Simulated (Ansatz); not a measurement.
# C3H7FOSi2: where a starting geometry ends

The starting geometry of this gas-phase singlet was optimised with GFN2-xTB; its bonds are those of `CC#C[SiH2]O[SiH2]F`.

```yaml
atoms:
  - { symbol: C, position_ang: [-1.8680, -1.9603, -1.5351] }
  - { symbol: C, position_ang: [-1.5514, -1.5933, -0.1735] }
  - { symbol: C, position_ang: [-1.2944, -1.2850, 0.9634] }
  - { symbol: F, position_ang: [2.9508, -0.3947, 3.0698] }
  - { symbol: O, position_ang: [0.4531, 0.1402, 2.6653] }
  - { symbol: Si, position_ang: [-0.8722, -0.8149, 2.6977] }
  - { symbol: Si, position_ang: [1.9440, 0.6202, 2.3364] }
  - { symbol: H, position_ang: [-0.9780, -1.8813, -2.1596] }
  - { symbol: H, position_ang: [-2.2334, -2.9866, -1.5688] }
  - { symbol: H, position_ang: [-2.6374, -1.2976, -1.9306] }
  - { symbol: H, position_ang: [-0.5456, -2.0045, 3.4829] }
  - { symbol: H, position_ang: [-1.8975, 0.0490, 3.2826] }
  - { symbol: H, position_ang: [2.2279, 0.4924, 0.9202] }
  - { symbol: H, position_ang: [2.1171, 1.9090, 2.9759] }
```

Problem. Where would you expect an optimisation with r2SCAN-D4/def2-SVP to take it?

Solution. It keeps its bonds, and is `CC#C[SiH2]O[SiH2]F`.

The energy falls by 0.20 eV over 27 steps:

```tsv
step	E − E(last) (eV)
1	0.200
4	0.023
7	0.014
10	0.010
13	0.005
15	0.003
18	0.001
21	0.001
24	0.000
27	0.000
```

Final geometry (Å):

```yaml
atoms:
  - { symbol: C, position_ang: [-1.5772, -1.9440, -1.4272] }
  - { symbol: C, position_ang: [-1.4058, -1.5541, -0.0420] }
  - { symbol: C, position_ang: [-1.2613, -1.2268, 1.1293] }
  - { symbol: F, position_ang: [2.6873, -0.8080, 2.0268] }
  - { symbol: O, position_ang: [0.4022, 0.1812, 2.9749] }
  - { symbol: Si, position_ang: [-0.9921, -0.7286, 2.8610] }
  - { symbol: Si, position_ang: [1.7810, 0.5317, 2.1517] }
  - { symbol: H, position_ang: [-0.6526, -1.7694, -2.0009] }
  - { symbol: H, position_ang: [-1.8269, -3.0142, -1.5084] }
  - { symbol: H, position_ang: [-2.3862, -1.3685, -1.9053] }
  - { symbol: H, position_ang: [-0.8549, -1.9349, 3.7211] }
  - { symbol: H, position_ang: [-2.1231, 0.1113, 3.3370] }
  - { symbol: H, position_ang: [1.4798, 0.9880, 0.7709] }
  - { symbol: H, position_ang: [2.5447, 1.5289, 2.9376] }
```

The end wasn't checked by frequencies. Run with Ansatz 0.2.0, 60 s on 4 threads of Arm Neoverse V1 (shared host).
